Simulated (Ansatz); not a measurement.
# Which is lower?

The two ends of one reaction step of BHBrCl3, closed shell (PBE0-D4/def2-TZVP).

A:

```xyz
6
angstrom
B -0.5864 0.2872 -1.0032
Br 0.9739 0.0565 2.2981
Cl 0.3038 1.7277 -1.3828
Cl -2.1717 0.3949 -0.3054
H 1.3824 -1.1918 1.7556
Cl 0.0980 -1.2744 -1.3621
```

B:

B1  (-0.491, 1.003, 0.098)
Br2  (0.395, 0.675, 1.761)
Cl3  (0.353, 1.823, -1.172)
Cl4  (-2.134, 0.501, -0.107)
H5  (1.088, -1.806, 0.302)
Cl6  (0.790, -2.196, -0.881)
(Å)

Program: Ansatz 0.2.0. Basis: def2-TZVPP. Cores are frozen in the correlated methods. Filled d shells of the heavier atoms are correlated. The def2 sets are not built for correlating such inner shells, so the correlated values are less sure here. B3LYP uses VWN-RPA correlation.

(1) Which structure is lower at CCSD(T), and by how much? (To be estimated.)

T1 diagnostic: at most 0.010.

Answers

(1) The calculation gives: A, by 0.093 eV (electronic energy, against the other). By their contacts, A is a complex of BCl₃ ([Cl][B]([Cl])[Cl]) + HBr and B is a complex of BBrCl₂ ([Cl][B]([Cl])[Br]) + HCl.

All methods give the same order:

| method | E(B) − E(A) (eV) |
| --- | --- |
| SPW92 | 0.103 |
| PBE-D4 | 0.096 |
| BLYP-D4 | 0.113 |
| r2SCAN-D4 | 0.113 |
| B97M-V | 0.139 |
| PBE0-D4 | 0.103 |
| B3LYP-D4 | 0.118 |
| r2SCAN0-D4 | 0.114 |
| BHLYP-D4 | 0.123 |
| CAM-B3LYP-D4 | 0.136 |
| wB97X-V | 0.123 |
| wB97M-V | 0.122 |
| B2PLYP | 0.110 |
| PBE-QIDH | 0.097 |
| RPA on PBE | 0.093 |
| HF | 0.156 |
| MP2 | 0.073 |
| CCSD | 0.101 |
| CCSD(T) | 0.093 |

Labels in which every atom is bracketed show which atoms are joined, not bond orders.

For scale, one of the runs: CCSD(T)/def2-TZVPP, 219 basis functions, launched by `ansatz run in.yaml --threads 8 --pin off --events-out ev --progress --plain --max-ram 19148MiB`. Hardware: 8 CPU threads of an AMD EPYC 9R45, shared host. Wall time 20 s; peak host memory 3.2 GiB.
